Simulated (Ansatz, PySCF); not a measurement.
Caution: the highest occupied level lies above zero, so the state may not be bound. Another site gives an ion 1.21 eV lower (`[CH3][GeH2-]`) at the level frozen-core CCSD(T)/aug-cc-pVTZ // PBE0-D3(BJ)/def2-TZVPD (Ansatz, a quantum-chemistry and plane-wave program).

Delta-SCF ions had no search for a lower state. 

Cartesian coordinates (Å):
```xyz
7

C      1.2112     0.3470     0.2290
Ge    -0.6192    -0.0498     0.0055
H      1.7619    -0.5323     0.5905
H      1.6572     0.6856    -0.7164
H     -1.2347    -1.1649    -0.9840
H     -1.3131    -0.4887     1.3453
H     -1.4571     1.1946    -0.4622
```
Charge -1, spin multiplicity 1.

Estimate the total energy, HOMO and vertical detachment energy (Delta-SCF) that PBE0-D3(BJ)/def2-TZVPD run with PySCF returns for this input.


The total energy is -2117.7670 Ha and the HOMO comes out as 0.50 eV. The vertical detachment energy (Delta-SCF) comes out as 1.27 eV.
